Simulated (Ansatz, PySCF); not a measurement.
Stretching the C4–H5 bond in CH4OPb (SMILES C[O][PbH]) (multiplicity 1 held, fragments rigid). Energies count from the point at 1.096 Å.
Geometry at that point (charge 0, multiplicity 1):
```xyz
7

Pb    -0.181    -0.246     0.340
H     -1.228    -0.742    -1.138
O      1.005     1.069    -0.779
C      0.897     1.349    -2.156
H      0.711     2.418    -2.306
H      1.837     1.100    -2.662
H      0.088     0.788    -2.639
```

Restricted levels (R-, RO-) in cc, def2 and unpolarised 6-31G sets keep to the state of the molecule at rest. U- levels take the lowest unrestricted solution at each point, which mixes spins at long bonds. Active spaces are followed from a long bond inwards. Left out are points that failed, MP2 points in a non-variational dive below the minimum, coupled-cluster points behind a sign of a changed root (a jump of the amplitudes, or a one-step jump against full CI or MRCI), small-basis points behind a change of solution, and semi-empirical points at long bonds. Curves can end on different states.

Correlated levels freeze the cores. Filled d and f shells under p-block atoms count as core. Rows in LANL2DZ carry no dispersion term and start afresh at each structure. LANL2DZ brings its own core potentials from Na on.

Programs: Ansatz (a quantum-chemistry and plane-wave program); PySCF for LANL2DZ rows.  In def2 rows elements past Kr take small-core potentials, without spin–orbit coupling.

Energies in eV.

```tsv
R (Å)	R-BP86/LANL2DZ	U-r2SCAN/def2-TZVPP	U-B3LYP/LANL2DZ	U-wB97X-V/def2-TZVPP	R-SCS-MP2/def2-TZVPP	FIC-MRCISD+Q on CASSCF(2,2)/def2-TZVPP
0.877	1.36	1.20	1.30	1.23	1.20	1.20
0.987	0.30	0.24	0.27	0.24	0.23	0.23
1.096	0.00	0.00	0.00	0.00	0.00	0.00
1.206	0.11	0.15	0.14	0.15	0.17	0.16
1.316	0.42	0.50	0.48	0.51	0.54	0.51
1.480	1.05	1.16	1.16	1.21	1.25	1.19
1.645	1.72	1.85	1.87	1.96	1.98	1.87
1.919	2.71	2.87	2.93	3.09	3.09	2.85
2.193	3.51	3.59	3.73	3.91	3.99	3.56
2.522	4.22	3.99	4.18	4.33	4.80	4.10
2.960	4.84	4.23	4.41	4.52	5.52	4.43
3.508	left out	4.35	4.50	4.58	5.98	4.55
```

Doubts at one or more of the structures used: a spin-contaminated determinant (U-r2SCAN/def2-TZVPP, U-B3LYP/LANL2DZ, U-wB97X-V/def2-TZVPP); a restricted determinant that unrestricted orbitals would lower (R-SCS-MP2/def2-TZVPP).
